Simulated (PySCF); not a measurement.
**Trend along group 4: MF molecules**

CCSD(T) with triple-zeta basis sets in PySCF, for the lowest determinant that a PBE0 search found; no spin–orbit coupling. De refers to high-spin ground-configuration atoms.

| M | basis | reference, frozen orbitals | state (unpaired electrons) | Re (Å) | ωe (cm⁻¹) | De (eV) |
| --- | --- | --- | --- | --- | --- | --- |
| Ti | def2-TZVPPD | UHF, 6 | quartet (σ ↑, δ ↑↑) | 1.790 | 702 | 5.52 |
| Zr | def2-TZVPP | UHF, 1 | quartet (σ ↑, δ ↑↑) | 1.894 | 653 | 5.98 |
| Hf | def2-TZVPPD | ROHF, 1 | doublet (δ ↑) | 1.875 | 662 | 6.89 |

The shortest bond is that of TiF (1.790 Å), the longest that of ZrF (1.894 Å). HfF is bound most strongly (6.89 eV) and TiF least (5.52 eV).

The rows differ in basis set, which adds steps of its own.

The state changes along the series, so neighbouring rows are not always alike in their bonding.

Correlated steps freeze the inner cores (1 to 6 orbitals); shallow outer-core shells are correlated. UHF and ROHF references stand side by side, which adds small steps between rows. These are scalar-relativistic numbers at best; spin–orbit coupling would shift them, the dissociation energy most. The state is the lowest single determinant that the PBE0 search found; with open d or f shells the true ground state can be another one.
